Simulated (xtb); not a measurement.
H4HfO3, SMILES [OH][HfH]([OH])[OH], multiplicity 1. All values are semi-empirical tight-binding results from xtb (GFN2-xTB unless named), good for trends rather than for accurate numbers. Geometry optimised at GFN2-xTB. The multiplicity is an assumed one; no other spin state was optimised. The structure was generated by enumeration; whether it is a known compound was not checked. One conformer was computed; it need not be the lowest.

Optimised geometry:

```xyz
8

Hf    -0.0028    -0.2413    -0.0135
O      1.0730     0.6879    -1.2761
H      0.8121     1.5355    -1.6474
O      0.6101     0.5367     1.6093
H      1.1261     1.3481     1.6174
O     -1.6635     0.6580    -0.2280
H     -1.8734     1.4525     0.2713
H     -0.0224    -2.0227    -0.1106
```
Charge 0, spin multiplicity 1.

For metal compounds this method's bond lengths and energies can be far off.

Question: Estimate the properties. (The exact figures need the calculation; the answer reports its results.)

Answer: 
```
Item                                          Result
-------------------------------------  -------------
point group as xtb finds it                       C3
orbital gap                                  4.67 eV
zero-point energy                      23.8 kcal/mol
G − E(el) at 298.15 K (modified RRHO)   3.4 kcal/mol
```

Question: Give the atomic charges and the Wiberg bond orders between heavy atoms. (The exact figures need the calculation; the answer reports its results.)

Answer: charges (e) Hf1 1.11, O2 -0.63, H3 0.32, O4 -0.63, H5 0.32, O6 -0.63, H7 0.32, H8 -0.19. Bond orders Hf1–O2 0.94, Hf1–O4 0.94, Hf1–O6 0.94.
